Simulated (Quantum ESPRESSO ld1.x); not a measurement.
Problem. All-electron atom: Yb8+ in [Kr] 4d10 4f12 5s1 5p2 5d1 (not the ground configuration). All-electron calculation, scalar-relativistic Kohn-Sham, Engel-Vosko exchange with Perdew-Wang LDA correlation, spin-unpolarised, spherical densities, point nucleus. Program: ld1.x of Quantum ESPRESSO 7.5. Some entries of the table are withheld. Estimate them.

orbital,occ.,eigenvalue (hartree),<r> (bohr),<r^2> (bohr^2)
1s,2,-2256.09,0.01965,0.0005295
2s,2,-386.494,0.08331,0.008205
2p,6,-341.054,0.07416,0.006716
3s,2,-91.0450,0.2166,0.05361
3p,6,-77.3535,0.2162,0.05416
3d,10,-60.7575,0.1960,0.04507
4s,2,-21.9590,0.4871,0.2677
4p,6,-17.4608,0.5167,0.3035
4d,10,-11.5432,(1),0.3566
5s,1,-6.45497,1.104,(2)
5p,2,-5.22628,1.233,1.701
4f,12,-4.98012,0.6587,0.5337
5d,1,-3.65339,1.507,2.555

Solution. 
(1) 4d <r> (bohr): 0.5551
(2) 5s <r^2> (bohr^2): 1.359
